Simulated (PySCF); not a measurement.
Numbering as in the mapped SMILES `[BH2:1][CH2:2][B:3]([F:4])[F:5]`. Each H is labelled by its parent atom.

Geometry: PBE0-D3(BJ)/def2-SVP; GIAO absolute shieldings from PySCF 2.14.0 with density-fitted response routines, gas phase, non-relativistic, averaged over equivalent atoms.

At B97-2/pcSseg-2 (236 basis functions, 18 s wall time on 1 thread of an Arm Neoverse V1, shared host):
```
atoms  σ (ppm)
   B1     14.9
   B3     74.7
   C2    153.7
F4/F5    242.4
H(B1)    23.92
H(C2)    28.78
```

Task: What do these become at CAM-B3LYP/pcSseg-2?

Result: 
| atoms | σ at CAM-B3LYP/pcSseg-2 | change |
| --- | --- | --- |
| B1 | 4.0 | -10.9 |
| B3 | 70.4 | -4.3 |
| C2 | 150.8 | -2.9 |
| F4/F5 | 238.0 | -4.4 |
| H(B1) | 23.69 | -0.23 |
| H(C2) | 28.73 | -0.05 |

The largest change is at B1 (boron bonded to C, 2 H). Cost: 236 basis functions, 25 s wall time on 1 thread of an Arm Neoverse V1, shared host.

A carbon bonded to boron is broadened by the quadrupolar boron nucleus and is often missing from a measured spectrum.
